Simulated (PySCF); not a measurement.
Run record: geometry optimisation, `CC[C@@H](C)[O][GeH3]`.

Method: PBE0-D3(BJ)/def2-SVP geometry optimisation, gas phase (PySCF 2.14.0). Start geometry: GFN2-xTB. A driver script takes a list of jobs; this job's settings line and coordinates (Å) are shown.

Input:
```
{"job": {"xc": "PBE0", "basis": "def2-SVP", "d3": "d3bj", "grid": 1, "kind": "geom"}, "charge": 0, "multiplicity": 1}
C     -1.902206     0.422250     1.096295
C     -1.471658    -0.094243    -0.270457
C      0.019838    -0.438150    -0.305733
C      0.395664    -1.172624    -1.588835
O      0.748793     0.773496    -0.209520
Ge     2.262682     1.014047     0.607757
H     -2.953886     0.697882     1.086118
H     -1.751559    -0.341258     1.857424
H     -1.316632     1.298438     1.364905
H     -2.045057    -0.986581    -0.528318
H     -1.659864     0.669427    -1.026949
H      0.250417    -1.087870     0.552520
H     -0.134463    -2.119245    -1.651891
H      1.467339    -1.364472    -1.603351
H      0.142321    -0.561417    -2.451218
H      2.397963     2.491476     0.503296
H      2.154325     0.522175     2.026865
H      3.387223     0.282986    -0.077231
```

Problem. Estimate the output.

Solution. 
```
step   0  E = -2310.91724932  max force = 0.025068
step   1  E = -2310.92130319  max force = 0.015748
step   2  E = -2310.92214101  max force = 0.003354
step   3  E = -2310.92224873  max force = 0.000490
step   4  E = -2310.92234251  max force = 0.002470
step   5  E = -2310.92240954  max force = 0.002244
step   6  E = -2310.92244697  max force = 0.001046
step   7  E = -2310.92246501  max force = 0.000189
step   8  E = -2310.92248057  max force = 0.000751
step   9  E = -2310.92249818  max force = 0.001356
step  10  E = -2310.92250969  max force = 0.001218
step  11  E = -2310.92251794  max force = 0.000422
optimisation converged
```

Energies in Eh; «max force» is the largest Cartesian gradient component in Eh/bohr.

Problem. How much energy does the optimisation release, in kcal/mol?

Solution. E(step 0) − E(last step) = 0.005269 Eh, which is 3.3 kcal/mol.

Problem. Give the first gradient maximum in eV/Å.

Solution. With 1 Eh/bohr = 51.422 eV/Å, 1.289 eV/Å.

Summary of the converged run: final energy -2310.92252 Eh after 11 steps; dipole 1.07 D.

Time: 3.9 min of wall time. Hardware: x86-64 server, one thread, no GPU, on a shared host.
Labels such as C1 count atoms from 1, the log's own numbers from 0.
